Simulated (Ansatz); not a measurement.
Species: [Zn(NH2)2] (charge 0, multiplicity 1).

Problem. Give a relaxed geometry from PBE-D3(BJ)/def2-SVP (Ansatz, a quantum-chemistry and plane-wave program).

Solution. One answer among several that fit: the end point of this relaxation, one of several conformers.
Cartesian coordinates (Å) in one orientation:
```xyz
7

Zn     0.031     0.053     0.062
N      1.188     0.658    -1.220
H      1.954     0.005    -1.434
H      1.641     1.553    -0.992
N     -1.226    -0.722     1.144
H     -2.187    -0.404     0.963
H     -1.068    -0.572     2.149
```
